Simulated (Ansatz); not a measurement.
CH3BrOSi, SMILES `CO[Si]Br`, relaxed with RKS PBE0-D4/def2-TZVP in Ansatz from a PBE-D4/def2-SVP geometry. The force threshold is 0.005 eV/Å; the program also tests the step.

Total charge 0; spin multiplicity 1.

Start:

```xyz
7

C     0.477    0.184    0.710
O    -0.386   -0.864    0.298
Si   -1.303   -1.239   -1.042
Br   -0.917    0.552   -2.466
H     0.089    0.624    1.653
H     1.486   -0.234    0.910
H     0.554    0.978   -0.063
```

| step | energy (eV) | largest force (eV/Å) | largest move (Å) |
| --- | --- | --- | --- |
| 1 | -81044.9852 | 1.235 | 0.000 |
| 2 | -81045.0270 | 0.731 | 0.036 |
| 3 | -81045.0378 | 0.097 | 0.019 |
| 4 | -81045.0383 | 0.043 | 0.004 |
| 5 | -81045.0387 | 0.024 | 0.011 |
| 6 | -81045.0387 | 0.015 | 0.004 |
| 7 | -81045.0387 | 0.002 | 0.003 |

End:

```xyz
7

C     0.476    0.186    0.703
O    -0.384   -0.852    0.281
Si   -1.280   -1.223   -1.017
Br   -0.911    0.545   -2.437
H     0.082    0.614    1.627
H     1.463   -0.235    0.901
H     0.554    0.965   -0.058
```

Hardware: 2 threads of a server CPU on a shared host. Wall time 38 s, peak host memory 0.41 GiB.
